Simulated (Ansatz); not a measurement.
Start from `[NH2][Ga]([NH2])[OH]` and change one atom or group to get `[NH2][Ga]([NH2])[NH2]`.

Ansatz, PBE0-D4/def2-TZVP geometries, multiplicity 1. Each molecule was computed in one conformer, which needn't be the lowest.

Scalar relativity is left out up to krypton.

```
                                                                                  property  `[NH2][Ga]([NH2])[OH]`
ideal-gas entropy at 298 K and 1 bar (rigid rotor, harmonic PBE0-D4/def2-TZVP) / J/(mol·K)                     343
                                                     HOMO energy (ωB97M-V/def2-TZVPP) / eV                   -9.47
                                                        LUMO energy (PBE0/def2-TZVPP) / eV                   -0.12
                                                         HOMO energy (PBE/def2-TZVPP) / eV                   -5.62
                                        size of the dipole moment (ωB97M-V/def2-TZVPP) / D                    1.83
                                            size of the dipole moment (PBE/def2-TZVPP) / D                    1.75
```

**Question.** Give the same properties after the change, and the shifts. (Best estimate.)

**Answer.** Computed: 
```tsv
property	`[NH2][Ga]([NH2])[NH2]`	shift
ideal-gas entropy at 298 K and 1 bar (rigid rotor, harmonic PBE0-D4/def2-TZVP) / J/(mol·K)	351	8
HOMO energy (ωB97M-V/def2-TZVPP) / eV	-9.16	0.31
LUMO energy (PBE0/def2-TZVPP) / eV	0.18	0.30
HOMO energy (PBE/def2-TZVPP) / eV	-5.32	0.30
size of the dipole moment (ωB97M-V/def2-TZVPP) / D	0.63	-1.20
size of the dipole moment (PBE/def2-TZVPP) / D	0.57	-1.18
```

The zero-point energy changes by 30.8 kJ/mol with +3 modes. Dipoles are sizes alone; their direction can turn.
